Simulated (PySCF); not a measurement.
C2H7ClGe, SMILES C[CH2][GeH2][Cl].

The structure is a stationary point at PBE0-D3(BJ)/def2-SVP. Other conformers were not sampled.

Level of theory: PySCF with PBE0-D3(BJ)/def2-SVP.

Frequencies are harmonic and unscaled.

Question: Estimate the vibrational spectrum. (The exact figures need the calculation; the answer reports its results.)

Answer: 
```json
[
 {"mode": "1", "ν (cm⁻¹)": "71", "IR (km/mol)": "0.5", "Raman (Å⁴/amu)": "0.5", "depolarisation": "0.75", "moving atoms (share of kinetic energy)": "H 36 %, C 36 %, Cl 20 %, Ge 8 %"},
 {"mode": "2", "ν (cm⁻¹)": "134", "IR (km/mol)": "1.8", "Raman (Å⁴/amu)": "1.6", "depolarisation": "0.74", "moving atoms (share of kinetic energy)": "H 37 %, C 28 %, Cl 26 %, Ge 9 %"},
 {"mode": "3", "ν (cm⁻¹)": "222", "IR (km/mol)": "0.3", "Raman (Å⁴/amu)": "0.4", "depolarisation": "0.35", "moving atoms (share of kinetic energy)": "H 68 %, C 27 %"},
 {"mode": "4", "ν (cm⁻¹)": "267", "IR (km/mol)": "1.2", "Raman (Å⁴/amu)": "0.5", "depolarisation": "0.68", "moving atoms (share of kinetic energy)": "H 53 %, C 32 %, Ge 12 %"},
 {"mode": "5", "ν (cm⁻¹)": "416", "IR (km/mol)": "46.3", "Raman (Å⁴/amu)": "6.5", "depolarisation": "0.20", "moving atoms (share of kinetic energy)": "Cl 68 %, Ge 31 %"},
 {"mode": "6", "ν (cm⁻¹)": "481", "IR (km/mol)": "21.3", "Raman (Å⁴/amu)": "4.9", "depolarisation": "0.46", "moving atoms (share of kinetic energy)": "H 76 %, Ge 12 %, C 11 %"},
 {"mode": "7", "ν (cm⁻¹)": "590", "IR (km/mol)": "13.6", "Raman (Å⁴/amu)": "15.0", "depolarisation": "0.27", "moving atoms (share of kinetic energy)": "C 52 %, H 35 %, Ge 12 %"},
 {"mode": "8", "ν (cm⁻¹)": "644", "IR (km/mol)": "2.0", "Raman (Å⁴/amu)": "15.3", "depolarisation": "0.73", "moving atoms (share of kinetic energy)": "H 92 %"},
 {"mode": "9", "ν (cm⁻¹)": "701", "IR (km/mol)": "31.9", "Raman (Å⁴/amu)": "7.3", "depolarisation": "0.68", "moving atoms (share of kinetic energy)": "H 84 %, C 13 %"},
 {"mode": "10", "ν (cm⁻¹)": "784", "IR (km/mol)": "132.0", "Raman (Å⁴/amu)": "10.1", "depolarisation": "0.73", "moving atoms (share of kinetic energy)": "H 93 %"},
 {"mode": "11", "ν (cm⁻¹)": "872", "IR (km/mol)": "84.4", "Raman (Å⁴/amu)": "20.6", "depolarisation": "0.68", "moving atoms (share of kinetic energy)": "H 98 %"},
 {"mode": "12", "ν (cm⁻¹)": "973", "IR (km/mol)": "8.9", "Raman (Å⁴/amu)": "3.5", "depolarisation": "0.72", "moving atoms (share of kinetic energy)": "H 84 %, C 16 %"},
 {"mode": "13", "ν (cm⁻¹)": "988", "IR (km/mol)": "7.4", "Raman (Å⁴/amu)": "3.4", "depolarisation": "0.65", "moving atoms (share of kinetic energy)": "H 80 %, C 19 %"},
 {"mode": "14", "ν (cm⁻¹)": "1071", "IR (km/mol)": "10.6", "Raman (Å⁴/amu)": "5.5", "depolarisation": "0.60", "moving atoms (share of kinetic energy)": "C 68 %, H 32 %"},
 {"mode": "15", "ν (cm⁻¹)": "1244", "IR (km/mol)": "3.0", "Raman (Å⁴/amu)": "4.0", "depolarisation": "0.35", "moving atoms (share of kinetic energy)": "H 72 %, C 28 %"},
 {"mode": "16", "ν (cm⁻¹)": "1251", "IR (km/mol)": "1.1", "Raman (Å⁴/amu)": "6.4", "depolarisation": "0.30", "moving atoms (share of kinetic energy)": "H 70 %, C 30 %"},
 {"mode": "17", "ν (cm⁻¹)": "1394", "IR (km/mol)": "2.7", "Raman (Å⁴/amu)": "3.9", "depolarisation": "0.73", "moving atoms (share of kinetic energy)": "H 81 %, C 19 %"},
 {"mode": "18", "ν (cm⁻¹)": "1430", "IR (km/mol)": "4.2", "Raman (Å⁴/amu)": "10.0", "depolarisation": "0.75", "moving atoms (share of kinetic energy)": "H 89 %, C 11 %"},
 {"mode": "19", "ν (cm⁻¹)": "1472", "IR (km/mol)": "6.9", "Raman (Å⁴/amu)": "16.5", "depolarisation": "0.73", "moving atoms (share of kinetic energy)": "H 97 %"},
 {"mode": "20", "ν (cm⁻¹)": "1476", "IR (km/mol)": "7.3", "Raman (Å⁴/amu)": "13.1", "depolarisation": "0.75", "moving atoms (share of kinetic energy)": "H 97 %"},
 {"mode": "21", "ν (cm⁻¹)": "2159", "IR (km/mol)": "98.1", "Raman (Å⁴/amu)": "214.3", "depolarisation": "0.08", "moving atoms (share of kinetic energy)": "H 99 %"},
 {"mode": "22", "ν (cm⁻¹)": "2167", "IR (km/mol)": "131.0", "Raman (Å⁴/amu)": "127.7", "depolarisation": "0.52", "moving atoms (share of kinetic energy)": "H 98 %"},
 {"mode": "23", "ν (cm⁻¹)": "3053", "IR (km/mol)": "25.7", "Raman (Å⁴/amu)": "132.2", "depolarisation": "0.04", "moving atoms (share of kinetic energy)": "H 97 %"},
 {"mode": "24", "ν (cm⁻¹)": "3066", "IR (km/mol)": "7.6", "Raman (Å⁴/amu)": "129.1", "depolarisation": "0.11", "moving atoms (share of kinetic energy)": "H 94 %"},
 {"mode": "25", "ν (cm⁻¹)": "3126", "IR (km/mol)": "0.9", "Raman (Å⁴/amu)": "112.0", "depolarisation": "0.75", "moving atoms (share of kinetic energy)": "H 91 %, C 9 %"},
 {"mode": "26", "ν (cm⁻¹)": "3144", "IR (km/mol)": "15.3", "Raman (Å⁴/amu)": "94.8", "depolarisation": "0.63", "moving atoms (share of kinetic energy)": "H 91 %, C 9 %"},
 {"mode": "27", "ν (cm⁻¹)": "3155", "IR (km/mol)": "10.7", "Raman (Å⁴/amu)": "24.8", "depolarisation": "0.71", "moving atoms (share of kinetic energy)": "H 90 %, C 10 %"}
]
```
